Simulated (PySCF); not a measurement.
# Dipole response of O²⁺ (oxygen, charge +2)

[He] 2s2 2p2, high-spin 3P determinant. All numbers are calculated (PySCF 2.14, the spin-free X2C one-electron Hamiltonian (Gaussian nucleus), in dyall-av3z). Coupled (time-dependent) response in atomic units; α is the mean over directions.

```tsv
method	mean α (bohr³)	α xx, yy, zz	C₆ (like pair)	S(−4)
UHF	1.797	1.914, 1.739, 1.739	2.347	3.633
PBE	1.743	1.859, 1.684, 1.684	2.331	2.798
PBE0	1.741	1.860, 1.682, 1.682	2.316	2.876
BHandHLYP	1.717	1.845, 1.653, 1.653	2.271	2.773
B97-3	1.705	1.828, 1.643, 1.643	2.266	2.632
```

S(−4) is the Cauchy moment in α(ω) = α(0) + S(−4) ω² + …

α(iu) at BHandHLYP:

```csv
u (hartree),α(iu) (bohr³)
0,1.717
0.0500,1.710
0.100,1.690
0.200,1.617
0.300,1.516
0.500,1.291
0.750,1.044
1.00,0.8545
1.50,0.5985
2.00,0.4394
3.00,0.2622
5.00,0.1219
```

For an ion, C₆ is the dispersion term alone; charge-induced terms of lower order in 1/R come first.

The components differ because the open shell of this determinant is not spherical; for a pure term their mean is the scalar polarisability.
